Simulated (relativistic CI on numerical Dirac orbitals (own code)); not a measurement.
## One change at a time: Ti XIII

Base calculation: Dirac-Coulomb-Breit CI, KLI orbitals optimised for each configuration, model QED, unscaled Slater integrals.

Configurations in the expansion (outside the closed core 1s2): 2s2 2p6, 2s2 2p5 3s, 2s2 2p5 3p, 2s2 2p5 3d, 2s 2p6 3s, 2s 2p6 3p, 2s 2p6 3d, 2s2 2p5 4s, 2s2 2p5 4p, 2s2 2p5 4d, 2s2 2p5 4f, 2s2 2p5 5s, 2s2 2p5 5p, 2s2 2p4 3s2, 2s2 2p5 5d, 2s2 2p5 5f, 2s2 2p5 5g, 2s 2p6 4s, 2s2 2p4 3s 3p, 2s 2p6 4p, 2s2 2p4 3p2, 2s 2p6 4d, 2s2 2p4 3s 3d, 2s 2p6 4f, 2s2 2p4 3p 3d, 2s 2p5 3s2, 2s 2p6 5s, 2s 2p5 3s 3p, 2s2 2p4 3d2, 2s 2p6 5p, 2s 2p6 5d, 2s 2p6 5f, 2s 2p6 5g, 2s 2p5 3p2, 2s 2p5 3s 3d, 2s 2p5 3p 3d. Levels of other configurations are missing.

Variants: (1) valence Slater integrals scaled by 0.9; (2) Breit term removed; (3) one mean potential for all configurations. Shifts of the energy above 2s2 2p6 1S_0, in eV, for the lowest level and the first level of each name with at least 55 % of one term (blank where a level changes its place among those of its configuration and J or its character, or is not in the variant):

```
           Level     Base    Δ(1)    Δ(2)    Δ(3)
    2s2 2p6 1S_0    0.000   0.000   0.000   0.000
2s2 2p5 3s 3P°_2  457.562  +0.085  +0.264  -0.195
2s2 2p5 3s 3P°_0  463.364  +0.088  +0.436  -0.179
 2s2 2p5 3p 3S_1  480.016  +0.551  +0.259  -0.230
 2s2 2p5 3p 3D_2  483.446  +0.049  +0.235  -0.217
 2s2 2p5 3p 3D_3  483.772  +0.122  +0.277  -0.212
 2s2 2p5 3p 3P_2  486.029  -0.111  +0.253  -0.217
 2s2 2p5 3p 3P_0  488.922  -0.166  +0.317  -0.192
 2s2 2p5 3p 3D_1  489.004  +0.036  +0.413  -0.197
 2s2 2p5 3p 3P_1  490.707  -0.050  +0.411  -0.199
 2s2 2p5 3p 1S_0  504.119  -1.792  +0.309  +0.499
2s2 2p5 3d 3P°_0  515.647  +0.287  +0.249  -0.252
2s2 2p5 3d 3P°_1  516.201  +0.258  +0.291  -0.249
2s2 2p5 3d 3P°_2  517.308  +0.187  +0.327  -0.243
```

At this charge energies of transitions that change n are usually good to better than 1 %, and those within a shell (Δn = 0) to a few per cent.

Ionisation energy from the two ground configurations alone: base 786.025 eV; Breit term removed 786.358 eV. The NIST ASD value (measured) is 787.67 eV.

LS names give the leading component of a level, which can be under half, so a name can repeat, a term be missing and a line seem to break the LS rules.
